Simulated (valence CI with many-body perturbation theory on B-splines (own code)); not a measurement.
Ir LVI in three bases

Computed by relativistic CI+MBPT: four valence electrons over a frozen Dirac-Fock core [Ar], radial functions for each j: 7 s, 7 p, 8 d, 6 f, 4 g, 1 h, with the one-electron correlation potential Σ1 (screened to all orders), the two-electron term Σ2, the three-electron term Σ3, Breit, model QED; selected single and double excitations, second order for the rest, scaled by the run's own slope (own B-spline code, finite nucleus).

No measured spectrum was set against this ion. As an estimate, large intervals hold to a few tenths of a per cent, small ones and those within an open d or f shell to about a per cent. The list stops below the first excitations out of the core. Only levels of the ground parity were solved; by the run's estimate the other parity begins above the list, which can be wrong where configurations are misplaced.

The reference run has the lowest level (3d3/2^4) J=0 and an ionisation energy of 5466.68 eV. Its largest variational space holds 17156 state functions.

Levels are named by their leading jj configuration (3d3/2^4 stands for four electrons in 3d with j = 3/2), which in mixed levels can hold well under half, so a name can repeat and another be missing. Letters in brackets count levels of one name in rising energy.

Changed runs:
A. basis 6 s, 6 p, 5 d, 5 f, 1 g
B. basis 5 s, 5 p, 4 d, 4 f

Excitation energies of the reference run in cm⁻¹, and shifts in cm⁻¹:

```csv
Level,Reference,A,B
(3d3/2^3 3d5/2) J=1,635436,-247,-419
(3d3/2^3 3d5/2) J=4,734991,+22,+310
(3d3/2^3 3d5/2) J=2,765681,-53,+343
(3d3/2^3 3d5/2) J=3,793455,-10,+457
(3d3/2^2 3d5/2^2) J=0 [a],1344180,-286,-530
(3d3/2^2 3d5/2^2) J=2 [a],1346030,-263,-206
(3d3/2^2 3d5/2^2) J=4 [a],1367350,-216,-152
(3d3/2^2 3d5/2^2) J=3 [a],1385290,-255,-123
(3d3/2^2 3d5/2^2) J=5,1413960,-88,+272
(3d3/2^2 3d5/2^2) J=6,1437150,+21,+562
(3d3/2^2 3d5/2^2) J=1,1462060,-103,+374
(3d3/2^2 3d5/2^2) J=3 [b],1484800,-11,+675
Ionisation energy (eV),5466.68,-0.08,-0.13
```
